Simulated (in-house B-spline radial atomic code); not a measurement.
Configurations of Mn7+, with energies counted from [Ne] 3s2 3p6. Computed with a B-spline radial code for spherical atoms: Dirac-Hartree-Fock, average of configuration, Fermi nucleus of rms radius 3.7057 fm. Energies include first-order Breit, QED and recoil terms.

Occupations are held fixed; configurations that lie above the ionisation limit could autoionise.

```csv
configuration,E - E(ref) (eV),highest orbital,its <r> (bohr)
[Ne] 3s2 (3p1/2)1 (3p3/2)4 (7g9/2)1,177.95,7g9/2,7.911
[Ne] 3s1 3p6 (5d5/2)1,194.5,5d5/2,3.616
[Ne] 3s1 3p6 (6f5/2)1,210.7,6f5/2,5.776
[Ne] 3s1 3p6 (6g9/2)1,211.37,6g9/2,5.48
[Ne] 3s1 3p6 (7p3/2)1,213.41,7p3/2,7.258
[Ne] 3s1 3p6 (7g7/2)1,217.8,7g7/2,7.911
[He] 2s2 (2p1/2)1 (2p3/2)4 3s2 3p6 (4f7/2)1,766.38,4f7/2,2.106
```

**Question.** Order these further configurations by energy, lowest first.
A. [Ne] 3s1 3p6 (5g9/2)1
B. [Ne] 3s2 (3p1/2)1 (3p3/2)4 5s1
C. [Ne] 3s2 (3p1/2)2 (3p3/2)3 7s1
D. [He] 2s2 (2p1/2)1 (2p3/2)4 3s2 3p6 (6d5/2)1
E. [He] 2s2 (2p1/2)1 (2p3/2)4 3s2 3p6 4s1

**Answer.** B (142.78 eV), C (170.52 eV), A (200.72 eV), E (726.35 eV), D (794.53 eV).

**Question.** How far above the reference does [Ne] 3s2 (3p1/2)2 (3p3/2)3 (7p1/2)1 lie?

**Answer.** 171.94 eV; its least bound orbital is 7p1/2 with <r> = 7.241 bohr.

**Question.** How far above the reference does [Ne] 3s2 (3p1/2)2 (3p3/2)3 (4d3/2)1 lie?

**Answer.** 126.56 eV; its least bound orbital is 4d3/2 with <r> = 2.066 bohr.
